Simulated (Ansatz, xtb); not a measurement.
**A geometry optimisation of H2SbSi with r2SCAN-D4/def2-SVP**

The starting geometry of this gas-phase doublet has its atoms placed at random.

```xyz
4

Sb   -0.2400    0.9216    1.3806
Si    0.3941   -0.8554   -0.4748
H    -0.6567    0.0013    0.3209
H     0.7777   -0.1953    0.5596
```

Problem. Guess where an optimisation with r2SCAN-D4/def2-SVP ends from this start.

Solution. It ends as a structure with H3 bridging Sb1 and Si2, given below by its coordinates. Distances that change by over a tenth: Sb1–H3 (1.46 → 1.87 Å), Si2–H3 (1.57 → 1.78 Å), Si2–H4 (1.29 → 1.53 Å). Contacts that open: Sb1–H4 (1.72 → 3.00 Å).

The energy falls by 3.52 eV over 11 steps:

```tsv
step	E − E(last) (eV)
1	3.520
2	1.210
3	0.586
4	0.443
5	0.322
7	0.109
8	0.018
9	0.006
10	0.003
11	0.000
```

Final geometry (Å):

```xyz
4

Sb   -0.4771    1.4123    1.1135
Si    0.4898   -0.2600   -0.4838
H    -0.9796   -0.2863    0.5229
H     1.2420   -0.9938    0.6337
```

From the same start GFN2-xTB ends elsewhere, at `[SiH2]=[Sb]`.

From so rough a start the end depends on the optimiser's path, so another program may land elsewhere. The end wasn't checked by frequencies. Open shells are spin-unrestricted. Atoms past krypton carry core potentials, without spin–orbit terms. Run with Ansatz 0.2.0, 120 s on 1 thread of Intel(R) Xeon(R) Processor @ 2.50GHz (Skylake/Cascade Lake), with other jobs on the host.
